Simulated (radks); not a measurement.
The numbers below are computed, except where a source is named.
Problem. The palladium ion Pd5+ is in [Kr] 4d(3/2: 4, 5/2: 1). Level of theory: Dirac Kohn-Sham, relativistic LDA (MacDonald-Vosko exchange, VWN5 correlation), spin-unpolarised, spherical densities, finite nucleus; Fermi nuclear charge, rms radius of each element as measured or else 0.836 A^(1/3) + 0.57 fm (a radial shooting solver on a logarithmic mesh with Libxc functionals). Sub-shells are occupied by j as written (lower j first in brackets). One electron is removed from 4d5/2, 4p1/2, 4p3/2, 4d3/2 in turn, with full relaxation. Which removal costs least, and what does each cost?

Solution. 4d5/2 82.606 eV; 4d3/2 83.342 eV; 4p3/2 134.24 eV; 4p1/2 139.28 eV. The 4d5/2 electron leaves first.
